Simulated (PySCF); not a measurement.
# Assigning NMR signals

Geometry (Å), atoms numbered from 1 in this order:
```xyz
15

C    -1.387   -0.288   -1.060
C    -0.269   -1.172   -0.496
C     0.023   -2.239   -1.406
N     0.278   -3.073   -2.148
Si    1.356   -0.185   -0.174
C     0.874    1.070    1.103
C     0.544    1.886    1.938
C     0.175    2.803    2.877
N    -0.142    3.574    3.669
H    -1.624    0.509   -0.359
H    -2.288   -0.874   -1.237
H    -1.084    0.160   -2.005
H    -0.607   -1.625    0.443
H     2.381   -1.061    0.392
H     1.766    0.522   -1.386
```

How the numbers were obtained: GFN2-xTB structure, NMR shieldings at PBE0/pcSseg-1/GIAO, in PySCF 2.14.0 with density-fitted response routines (averaged over atoms made equivalent by symmetry, fast rotation or ring inversion, relativity neglected, one conformer, gas phase).

References, each an isolated molecule treated in the same way: $^{13}$C and $^{1}$H vs TMS.

Task: Assign these signals to the numbered atoms. $^{13}$C{$^{1}$H} NMR (computed): δ 124.5 (C), 110.9 (C), 90.6 (C), 89.3 (C), 16.6 (CH3), 9.0 (CH).

Result: 
124.5 → C3, nitrile carbon: this is the usual window of a C≡N carbon, which has no attached hydrogen
110.9 → C8, nitrile carbon
90.6 → C7, alkyne carbon: the triple bond shields along its axis, which puts it between sp3 and sp2 carbons
89.3 → C6, alkyne carbon
16.6 → C1, methyl carbon: a saturated carbon with 1 carbon neighbour and no heteroatom attached
9.0 → C2, sp3 CH bonded to Si, α to a nitrile: an electropositive neighbour leaves it electron-rich and shielded

C7 and C6 lie closer than the usual error of such a calculation, so a measured spectrum could show them in the other order.

Task: Assign these signals to the numbered atoms. $^{1}$H NMR (300 MHz, computed): δ 4.68 (m, 1H), 4.45 (m, 1H), 2.04 (m, 1H), 1.60 (d, 3H).

Result: 
| δ (ppm) | atoms | environment | reason |
| --- | --- | --- | --- |
| 4.68 | H14 | hydrogen on a silicon bonded to 2 C | – |
| 4.45 | H15 | hydrogen on a silicon bonded to 2 C | – |
| 2.04 | H13 | hydrogen on an sp3 CH bonded to Si, α to a nitrile | – |
| 1.60 | H10/H11/H12 | hydrogen on a methyl carbon | – |

Shifts are as computed. Against solution values, carbons near 30 ppm lie about +3 ppm off and those near 130 ppm about +5 ppm. Of 1309 compounds with measured shifts, 239 miss one by over three times the rms of a fit or turn the order of signals round; such compounds aren't used in these exercises. Multiplicities follow the n + 1 count of equivalent neighbours, as no J values were calculated; m marks all less simple cases, F and P coupling included.
